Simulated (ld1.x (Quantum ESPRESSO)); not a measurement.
# Reading a pseudo-wave (magnesium (Mg))

Columns: radius, all-electron u(r) and pseudo u(r) of the 3s shell (level -5.05 eV) of magnesium in the configuration [Ne] 3s1.75 3p0.25; LDA (PZ), non-relativistic, ultrasoft scheme, ld1.x (Quantum ESPRESSO) 7.5.

| r (bohr) | all-electron | pseudo |
| --- | --- | --- |
| 0.120 | 0.0872 | 0.0218 |
| 0.240 | -0.0969 | 0.0444 |
| 0.360 | -0.2201 | 0.0688 |
| 0.480 | -0.2511 | 0.0956 |
| 0.600 | -0.2162 | 0.1253 |
| 0.720 | -0.1434 | 0.1581 |
| 0.840 | -0.0528 | 0.1940 |
| 0.960 | 0.0428 | 0.2328 |
| 1.080 | 0.1358 | 0.2738 |
| 1.200 | 0.2220 | 0.3163 |
| 1.320 | 0.2991 | 0.3593 |
| 1.440 | 0.3664 | 0.4017 |
| 1.560 | 0.4238 | 0.4422 |
| 1.680 | 0.4717 | 0.4799 |
| 1.800 | 0.5108 | 0.5135 |
| 1.920 | 0.5417 | 0.5422 |
| 2.040 | 0.5653 | 0.5653 |
| 2.160 | 0.5822 | 0.5822 |
| 2.280 | 0.5934 | 0.5934 |
| 2.400 | 0.5993 | 0.5993 |
| 2.520 | 0.6007 | 0.6007 |
| 2.640 | 0.5982 | 0.5982 |
| 2.760 | 0.5924 | 0.5924 |
| 2.880 | 0.5836 | 0.5836 |
| 3.000 | 0.5725 | 0.5725 |
| 3.120 | 0.5594 | 0.5594 |

Question: How many radial nodes do the two functions have?

Answer: The all-electron 3s function has n − l − 1 = 2; the pseudo-wave has 0, since the states of the same l below it are removed with the core.

Question: At about which radius was the pseudo-wave matched?

Answer: 2.10 bohr, where the columns begin to agree (steps of 0.12 bohr).

Question: Is the pseudo-wave norm-conserving?

Answer: No, it belongs to an ultrasoft set: the norm inside the radius is not constrained, and the difference is carried by the augmentation charge.
